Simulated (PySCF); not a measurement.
## Ionisation energy of Si²⁺ by level of theory

Si²⁺ [Ne] 3s2 (1S) → Si³⁺ [Ne] 3s1 (2S), as a difference of total energies. All numbers are calculated (PySCF 2.14, the spin-free X2C one-electron Hamiltonian (Gaussian nucleus), in aug-cc-pVDZ-DK (5s4p2d, 27 functions)). Correlated levels: valence: [Ne] frozen. The calculations carry no spin-orbit coupling.

| method | ionisation energy (eV) |
| --- | --- |
| UHF | 32.057 |
| LDA | 33.623 |
| PBE | 33.501 |
| PBE0 | 33.366 |
| r2SCAN | 32.974 |
| B2PLYP | 33.346 |
| wB97X-V | 33.355 |
| BHandHLYP | 33.394 |
| MN15 | 33.201 |
| MP2 (valence) | 32.841 |
| SCS-MP2 (valence) | 32.998 |

Errors of the correlated levels include the incompleteness of this basis and the frozen core.

MP2 underrates the near-degeneracy of ns² with np² in the lower species.

Q: Which method comes closest to the reference value, and which is furthest?

A: The reference is 33.493 eV (measured; NIST Atomic Spectra Database, ionization energies). Closest: PBE (error 0.008 eV); furthest: UHF (error -1.436 eV).
